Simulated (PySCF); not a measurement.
Compound: pivaloyl chloride, C₅H₉ClO.
Cartesian coordinates in Å at the PBE0-D3(BJ)/def2-SVP level; atoms count from 1:
```xyz
16
C5H9ClO angstrom
C      0.087    1.398   -0.642
C     -0.062    0.033    0.029
C     -0.132   -1.076   -1.028
C      1.107   -0.220    0.987
C     -1.370    0.046    0.811
O     -2.159    0.924    0.865
Cl    -1.686   -1.482    1.716
H      0.128    2.206    0.104
H      1.017    1.420   -1.230
H     -0.756    1.607   -1.315
H      0.801   -1.080   -1.611
H     -0.968   -0.910   -1.725
H     -0.257   -2.064   -0.564
H      1.157    0.551    1.770
H      1.024   -1.202    1.472
H      2.050   -0.190    0.420
```

Computed with PySCF at PBE0/pcSseg-1 and CAM-B3LYP/def2-SVPD, non-relativistic, on one gas-phase PBE0-D3(BJ)/def2-SVP geometry that isn't relaxed in the solvent. The solvent is an IEF-PCM continuum (van der Waals radii × 1.2). Specific hydrogen bonds and non-electrostatic terms are outside this model.

Gas phase at PBE0/pcSseg-1: HOMO -8.38 eV, LUMO -0.94 eV, dipole 3.09 D.

Q: What does the continuum do to the energy, the frontier levels and the dipole at PBE0/pcSseg-1 in chloroform and acetone?

A: 
| solvent | ε | E(solvent) − E(gas) (kJ/mol) | polarisation term (kJ/mol) | distortion of the solute (kJ/mol) | HOMO (eV) | LUMO (eV) | dipole (D) |
| --- | --- | --- | --- | --- | --- | --- | --- |
| chloroform | 4.711 | -11.38 | -12.66 | 1.28 | -8.44 | -0.96 | 3.66 |
| acetone | 20.49 | -15.14 | -17.44 | 2.30 | -8.47 | -0.98 | 3.86 |

The first energy column is the sum of the next two and covers electrostatics alone. From chloroform to acetone the lowering changes by a factor 1.33, Onsager's factor (ε − 1)/(2ε + 1) by 1.30 and ε itself by 4.3.

Q: Which radius a makes the point-dipole formula ΔE = −[(ε − 1)/(2ε + 1)]·μ²/a³ give the value in acetone, with the gas-phase dipole?

A: μ = 1.215 au and |ΔE| = 0.00576 Eh give a = 2.60 Å; the farthest nucleus lies 2.82 Å from the centroid of the nuclei, so such a sphere wouldn't even hold the nuclei. The formula assumes a rigid point dipole at the centre of a sphere.

Q: Give the dipole vector in the frame of the coordinates (D, pointing from negative to positive charge), gas and acetone.

A: Gas (2.68, -0.17, -1.53), solvent (3.35, -0.24, -1.91). Its length changes by +25 % and its direction by less than 1°.

Q: Which IAO charges (PBE0/pcSseg-1) respond most in acetone (means over atoms taken as equivalent)?

A: 
| atoms | environment | gas (e) | solvent (e) | change |
| --- | --- | --- | --- | --- |
| O6 | carbonyl oxygen | -0.338 | -0.365 | -0.027 |
| C5 | acyl halide carbon | +0.370 | +0.383 | +0.013 |
| Cl7 | chlorine bonded to C | -0.123 | -0.133 | -0.010 |
| H8 (×9) | methyl hydrogen | +0.145 | +0.148 | +0.003 |
| C1/C3/C4 | methyl carbon | -0.407 | -0.410 | -0.003 |
| C2 | sp3 carbon next to a carbonyl | +0.008 | +0.011 | +0.003 |

Q: Which Mayer bond orders change most in acetone?

A: 
| bond | length (Å) | gas | solvent | change |
| --- | --- | --- | --- | --- |
| C5–O6 | 1.182 | 2.107 | 2.086 | -0.021 |
| C5–Cl7 | 1.804 | 0.936 | 0.930 | -0.006 |
| C2–C5 | 1.524 | 0.869 | 0.874 | +0.005 |
| C3–H11 | 1.100 | 0.958 | 0.955 | -0.003 |
| C4–H16 | 1.101 | 0.958 | 0.955 | -0.003 |
| C3–H12 | 1.101 | 0.960 | 0.958 | -0.002 |
| C4–H14 | 1.101 | 0.960 | 0.958 | -0.002 |
| C2–C3 | 1.533 | 0.996 | 0.995 | -0.001 |

Gas phase at CAM-B3LYP/def2-SVPD: HOMO -9.81 eV, LUMO 0.13 eV, dipole 3.06 D.

Q: What does the continuum do to the energy, the frontier levels and the dipole at CAM-B3LYP/def2-SVPD in acetone?

A: 
```json
{"solvent": "acetone", "ε": "20.49", "E(solvent) − E(gas) (kJ/mol)": "-16.07", "polarisation term (kJ/mol)": "-18.93", "distortion of the solute (kJ/mol)": "2.86", "HOMO (eV)": "-9.88", "LUMO (eV)": "0.09", "dipole (D)": "3.96"}
```

Q: How does the static polarisability (CAM-B3LYP/def2-SVPD, frozen core, with the continuum's full static response) change?

A: 
```
 medium  isotropic (au)  principal values (au)  ⟨r²⟩ of the electrons (bohr²)
    gas            77.7       68.3, 76.7, 88.1                          942.6
acetone           104.6     91.6, 104.0, 118.3                          942.7
```

The isotropic value in acetone is 1.35 times the gas-phase one; no cavity-field correction is applied. ⟨r²⟩ is taken about the centre of nuclear charge.
